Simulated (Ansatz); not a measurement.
Reaction (redistribution): `O=C[SiH2][SiH3]` + `OB(Cl)CCl` → `O=C[SiH]([SiH3])Cl` + `OBCCl`

Computed with Ansatz on PBE0-D4/def2-TZVP structures; ΔE is electronic, products minus reactants. CCSD(T)/CBS is the MP2 limit (def2-TZVPP, def2-QZVPP) plus CCSD(T) − MP2 in def2-TZVPP, frozen cores. Functionals use def2-TZVPP. B3LYP here is the variant with VWN-RPA as its local correlation; programs differ in this. One conformer a species, not always the lowest.

| level | ΔE (kcal/mol) | difference from CCSD(T)/CBS |
| --- | --- | --- |
| PBE-D4 | -0.5 | 1.4 |
| r2SCAN-D4 | -0.6 | 1.3 |
| PBE0-D4 | -0.8 | 1.1 |
| B3LYP-D4 | -1.7 | 0.2 |
| ωB97X-V | -1.5 | 0.4 |
| ωB97M-V | -1.6 | 0.3 |
| B2PLYP | -1.4 | 0.5 |
| PBE | -0.3 | 1.6 |
| r2SCAN | -0.6 | 1.3 |
| PBE0 | -0.6 | 1.3 |
| B3LYP | -1.4 | 0.5 |
| HF/def2-TZVPP | -2.4 | -0.5 |
| MP2/def2-TZVPP | -1.1 | 0.8 |
| SCS-MP2/def2-TZVPP | -1.4 | 0.5 |
| CCSD/def2-TZVPP | -0.9 | 1.0 |
| CCSD(T)/def2-TZVPP | -0.6 | 1.3 |
| HF/def2-QZVPP | -2.6 | -0.7 |
| MP2/def2-QZVPP | -1.9 | 0.0 |
| SCS-MP2/def2-QZVPP | -2.2 | -0.3 |
| HF/CBS(def2) | -2.6 | -0.7 |
| MP2/CBS(def2) | -2.4 | -0.5 |
| CCSD/CBS(def2) | -2.2 | -0.3 |
| CCSD(T)/CBS | -1.9 | 0 |

Largest T1 diagnostic among the species: 0.016.

In def2-TZVPP, CCSD(T) changes the Hartree–Fock value by +1.8 kcal/mol (the triples alone add +0.3 kcal/mol) and MP2 by +1.3 kcal/mol.
